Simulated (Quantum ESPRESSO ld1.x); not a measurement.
Values are calculated unless marked as measured or tabulated.
Task: Coherent X-ray form factor from a spherical all-electron density. Code: ld1.x of Quantum ESPRESSO 7.5. Model: scalar-relativistic Kohn-Sham, LDA (Slater exchange, VWN5 correlation), spin-polarised, spherical densities, point nucleus.

sin(theta)/lambda (1/angstrom),f0 (electrons)
0.05,60.362
0.1,58.558
0.15,55.874
0.2,52.676
0.25,49.307
0.3,46.022
0.4,40.191
0.5,35.439
0.6,31.511
0.8,25.334
1,20.973
1.25,17.489
1.5,15.201
2,11.577

The species is in the configuration that NIST lists as its ground one. Which atom or ion scatters so?

Result: The gadolinium ion Gd3+, [Xe] 4f7. Extrapolating in s^2 from the first two rows gives f0(0) = 61.0, near the electron count 61; among species with that count, the fall with angle is slower the higher Z, and the table is that of Z = 64; from so few rows the species is fixed only to a neighbour or two.
